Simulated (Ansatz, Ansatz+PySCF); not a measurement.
```xyz
14

C     0.0000    0.0000    0.0000
C     1.1691    0.6750    0.0000
C     2.4249   -0.0500    0.0000
C     3.5940    0.6250    0.0000
C     4.2219    0.9875   -1.2557
C     5.3910    1.6625   -1.2557
H     0.0000   -1.0900    0.0000
H    -0.9440    0.5450    0.0000
H     1.1691    1.7650    0.0000
H     2.4249   -1.1400    0.0000
H     4.0660    0.8975    0.9440
H     3.7499    0.7150   -2.1997
H     5.8630    1.9350   -0.3118
H     5.8630    1.9350   -2.1997
```

Basis set: def2-SVP (spherical functions). Charge 0, multiplicity 1.

Computed with Ansatz (development build ahead of 0.2.0); each method stands on the lowest determinant of its kind that the runs found. Restricted functionals stand beside restricted open-shell atoms, which can lie above the unrestricted atoms usual in DFT and then raise those values.

(1) Give the atomization energy at this shape (free ground-state atoms in the same class of orbitals less the molecule, no zero-point energy) of singlet C6H8 by ωB97X (restricted), PBE0 (unrestricted), PBE0 (restricted), UHF, RHF.

Answers

(1)

```tsv
method	atomization energy
ωB97X (restricted)	60.25 eV
PBE0 (unrestricted)	62.18 eV
PBE0 (restricted)	61.22 eV
UHF	47.08 eV
RHF	44.62 eV
```

Caution for PBE0 (unrestricted), UHF: the unrestricted determinant is a mixture of spin states. Caution for PBE0 (restricted), RHF: an unrestricted determinant lies well below.

The shape needn't be a minimum at these levels.
